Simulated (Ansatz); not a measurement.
One change: `B[SiH2]/C=C/O` becomes `O/C=C/[SiH3]`.

Ansatz, PBE0-D4/def2-TZVP geometries, multiplicity 1. Each molecule was computed in one conformer, which needn't be the lowest.

```csv
property,`B[SiH2]/C=C/O`
HOMO–LUMO gap (PBE0/def2-TZVPP) / eV,6.10
HOMO energy (ωB97M-V/def2-TZVPP) / eV,-8.61
HOMO energy (PBE0/def2-TZVPP) / eV,-6.60
LUMO energy (B3LYP/def2-TZVPP) / eV,-0.72
HOMO–LUMO gap (B3LYP/def2-TZVPP) / eV,5.68
LUMO energy (PBE0/def2-TZVPP) / eV,-0.50
```

Problem. Give the same properties after the change, and the shifts. (An estimate is asked.)

Solution. The calculation gave: 
| property | `O/C=C/[SiH3]` | shift |
| --- | --- | --- |
| HOMO–LUMO gap (PBE0/def2-TZVPP) / eV | 7.23 | 1.13 |
| HOMO energy (ωB97M-V/def2-TZVPP) / eV | -9.28 | -0.67 |
| HOMO energy (PBE0/def2-TZVPP) / eV | -7.08 | -0.48 |
| LUMO energy (B3LYP/def2-TZVPP) / eV | -0.08 | 0.64 |
| HOMO–LUMO gap (B3LYP/def2-TZVPP) / eV | 6.77 | 1.09 |
| LUMO energy (PBE0/def2-TZVPP) / eV | 0.15 | 0.65 |

With PBE0 the HOMO falls by 0.48 eV and the LUMO rises by 0.65 eV, so the gap widens by about 1.13 eV. PBE moves the HOMO by -0.30 eV and ωB97M-V by -0.67 eV.

B3LYP here is the variant with VWN-RPA as its local correlation; programs differ in this.
